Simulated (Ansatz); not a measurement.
One change: `F[SiH2]C[SiH2]Cl` becomes `NBC[SiH2]Cl`.

Ansatz, PBE0-D4/def2-TZVP geometries, multiplicity 1. Each molecule was computed in one conformer, which needn't be the lowest.

```json
{"property": "HOMO–LUMO gap (B3LYP/def2-TZVPP) / eV", "`F[SiH2]C[SiH2]Cl`": "7.88"}
{"property": "size of the dipole moment (ωB97M-V/def2-TZVPP) / D", "`F[SiH2]C[SiH2]Cl`": "0.61"}
{"property": "size of the dipole moment (B3LYP/def2-TZVPP) / D", "`F[SiH2]C[SiH2]Cl`": "0.65"}
{"property": "LUMO energy (ωB97M-V/def2-TZVPP) / eV", "`F[SiH2]C[SiH2]Cl`": "1.21"}
{"property": "HOMO energy (PBE/def2-TZVPP) / eV", "`F[SiH2]C[SiH2]Cl`": "-7.54"}
{"property": "LUMO energy (PBE0/def2-TZVPP) / eV", "`F[SiH2]C[SiH2]Cl`": "-0.56"}
```

Problem. Give the same properties after the change, and the shifts. (Estimate.)

Solution. The calculation gave: 
```tsv
property	`NBC[SiH2]Cl`	shift
HOMO–LUMO gap (B3LYP/def2-TZVPP) / eV	7.98	0.10
size of the dipole moment (ωB97M-V/def2-TZVPP) / D	1.66	1.05
size of the dipole moment (B3LYP/def2-TZVPP) / D	1.66	1.01
LUMO energy (ωB97M-V/def2-TZVPP) / eV	2.04	0.83
HOMO energy (PBE/def2-TZVPP) / eV	-6.92	0.62
LUMO energy (PBE0/def2-TZVPP) / eV	0.19	0.75
```

With PBE0 the HOMO rises by 0.65 eV and the LUMO rises by 0.75 eV, so the gap widens by about 0.10 eV. PBE moves the HOMO by 0.62 eV and ωB97M-V by 0.59 eV. Dipoles are sizes alone; their direction can turn.

Positive LUMOs are unbound, so they and the gaps depend on the basis.

B3LYP here is the variant with VWN-RPA as its local correlation; programs differ in this.
